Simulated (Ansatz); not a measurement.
F4Se, SMILES F[Se](F)(F)F (connectivity only; charge and spin as stated), charge -1, multiplicity 2.

The structure is a stationary point at PBE0-D3(BJ)/def2-SVPD. The multiplicity is an assumed one; other spin states were not compared. The isomer is the one that the SMILES or the coordinates give; other isomers of the formula were not compared.

Two levels are set side by side: PBE/def2-SVPD (Ansatz, a program for electronic structure) and PBE0/def2-SVPD (Ansatz). Energy differences of separate SCF runs at the same geometry; the states with an electron removed or added have multiplicity 1. Differences are taken from unrounded values.

```
quantity                         PBE0
-------------------------------  ----
vertical ionisation energy (eV)  4.81
```

Task: What does PBE give, and how far is it from PBE0? (An estimate is asked for; the answer gives what the named calculation found.)

Result: 
```csv
quantity,PBE,PBE minus PBE0
vertical ionisation energy (eV),4.15,-0.66
```
